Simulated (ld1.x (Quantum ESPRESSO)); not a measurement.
**Building the TM potential for O (Z = 8) (PW91, non-relativistic).**

ld1.x (Quantum ESPRESSO) 7.5 was run on this input:

```
&input
   title='O', zed=8., rel=0, dft='PW91', iswitch=3,
   config='[He] 2s1 2p5',
   nld=2, rlderiv=1.70, eminld=-4.0, emaxld=5.0, deld=0.02
 /
 &inputp
   pseudotype=2, tm=.true., lloc=1,
   nlcc=.true., new_core_ps=.true.,
   file_pseudopw='O.UPF', file_wfcaegen='ae.wfc', file_wfcncgen='nc.wfc', file_beta='beta', file_chi='chi'
 /
2
2S  1  0   1.00   0.00  0.95  0.95  0.0
2P  2  1   5.00   0.00  1.55  1.55  0.0
 &test
   configts(1)='2s1 2p5'
 /
```

Command:

```bash
ld1.x < O.in > O.out
```

Output (shortened: banner, matrices, multipoles, cross overlaps and the repeated all-electron block are left out):

```
Program LD1 v.7.5
     --------------------------- All-electron run ----------------------------

     O

     atomic number is  8.00
     dft =PW91   lsd =0 sic =0 latt =0  beta=0.20 tr2=1.0E-14
     Exchange-correlation= PW91
                           (   1   4   2   2   0   0   0)
     mesh =1095 r(mesh) =  99.04343 a.u. xmin = -7.00 dx = 0.01250
     1 Ry =  13.60569312 eV

     n l     nl                  e(Ry)          e(Ha)          e(eV)
     1 0     1S 1( 2.00)       -37.8769       -18.9384      -515.3409
     2 0     2S 1( 1.00)        -1.7941        -0.8970       -24.4095
     2 1     2P 1( 5.00)        -0.7004        -0.3502        -9.5299

     final scf error:  4.7E-15 reached in  27 iterations

     Etot =    -148.905070 Ry,     -74.452535 Ha,   -2025.956692 eV

     Ekin =     148.476502 Ry,      74.238251 Ha,    2020.125723 eV
     Encl =    -353.424406 Ry,    -176.712203 Ha,   -4808.584007 eV
     Eh   =      72.555610 Ry,      36.277805 Ha,     987.169368 eV
     Exc  =     -16.512777 Ry,      -8.256388 Ha,    -224.667775 eV

     normalization and overlap integrals

     s(1S/1S) =  1.000000  <r> =   0.1996  <r2> =    0.0539  r(max) =   0.1298
     s(2S/2S) =  1.000000  <r> =   1.1388  <r2> =    1.5775  r(max) =   0.8677
     s(2P/2P) =  1.000000  <r> =   1.2567  <r2> =    2.1019  r(max) =   0.8151

     ------------------------ End of All-electron run ------------------------

     --------------------- Generating NC pseudopotential ---------------------

      Generating local pot.: lloc=1, matching radius rcloc =   1.5500

      Computing core charge for nlcc:

       r > 0.33 : true rho core
      Core charge pseudized with two Bessel functions
      Integrated core pseudo-charge :   1.42

      Wfc   2S  rcut= 0.947  Using Troullier-Martins method

     ------------------- End of pseudopotential generation -------------------

     Computing logarithmic derivative in   1.69355
     Computing logarithmic derivative in   1.69355
     Computing the partial wave expansion
     R is outside the sphere for l=    0 j= 0.00
       no projector for channel:   1

     ---------------------- Testing the pseudopotential ----------------------

     O

     atomic number is  8.00   valence charge is  6.00
     dft =PW91   lsd =0 sic =0 latt =0  beta=0.20 tr2=1.0E-14
     mesh =1095 r(mesh) =  99.04343 xmin = -7.00 dx = 0.01250

     n l     nl             e AE (Ry)        e PS (Ry)    De AE-PS (Ry)
     1 0     2S   1( 1.00)       -1.79406       -1.79406        0.00000
     2 1     2P   1( 5.00)       -0.70043       -0.70043       -0.00000

     eps = 9.7E-15  iter = 17

     Etot =    -148.905070 Ry,     -74.452535 Ha,   -2025.956692 eV
     Etotps =   -35.125602 Ry,     -17.562801 Ha,    -477.908166 eV

     Ekin =      23.470846 Ry,      11.735423 Ha,     319.337130 eV
     Encl =     -75.679560 Ry,     -37.839780 Ha,   -1029.672871 eV
     Ehrt =      26.729143 Ry,      13.364572 Ha,     363.668519 eV
     Ecxc =     -11.586232 Ry,      -5.793116 Ha,    -157.638721 eV
     (Ecc =      -4.884577 Ry,      -2.442289 Ha,     -66.458062 eV)
     Epseu=       1.940201 Ry,       0.970100 Ha,      26.397777 eV

     ---------------------- End of pseudopotential test ----------------------
```

Generation and configuration tests took about 0.82 s on one core of a shared server CPU.
